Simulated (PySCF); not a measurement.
Computed, not measured: delta-SCF UKS SCAN, pcX-2 on the ionised atom, pcseg-1 elsewhere, spin-free X2C (PySCF 2.14.0). Geometries: PBE0-D3(BJ)/def2-SVP; isolated species, one conformer each. Kα1 is taken as the energy difference of the 1s-hole and 2p3/2-hole states at the ground state's geometry. 2p3/2 and 2p1/2 are the ΔSCF energy of one spin-free 2p hole plus the eigenvalues of a spin–orbit and ligand-field matrix of the shell.

```tsv
site	Si 2p3/2 (eV)
Si3 in `[CH2:1]1[CH2:2][SiH2:3][Si@@H:4]([CH:5]2[CH2:6][CH2:7]2)[CH2:8]1`	105.83
silicon in `P[SiH2][GeH3]`	106.55
silicon in `[SiH2]1[SiH2][SiH2][SiH2]1`	106.10
```

Q: What are the Si 1s binding energies, and the Kα1 emission energies that follow?

A: 
```
                                                                     site      bonded to  1s (eV)  2p3/2 (eV)  Kα1 = 1s − 2p3/2 (eV)
Si3 in `[CH2:1]1[CH2:2][SiH2:3][Si@@H:4]([CH:5]2[CH2:6][CH2:7]2)[CH2:8]1`  C, 2 H and Si  1845.51      105.83                1739.68
                                  silicon in `[SiH2]1[SiH2][SiH2][SiH2]1`   2 H and 2 Si  1845.77      106.10                1739.67
                                               silicon in `P[SiH2][GeH3]`  2 H, P and Ge  1846.28      106.55                1739.73
```

Ranges: 1s 0.77 eV, 2p3/2 0.72 eV, Kα1 0.06 eV.
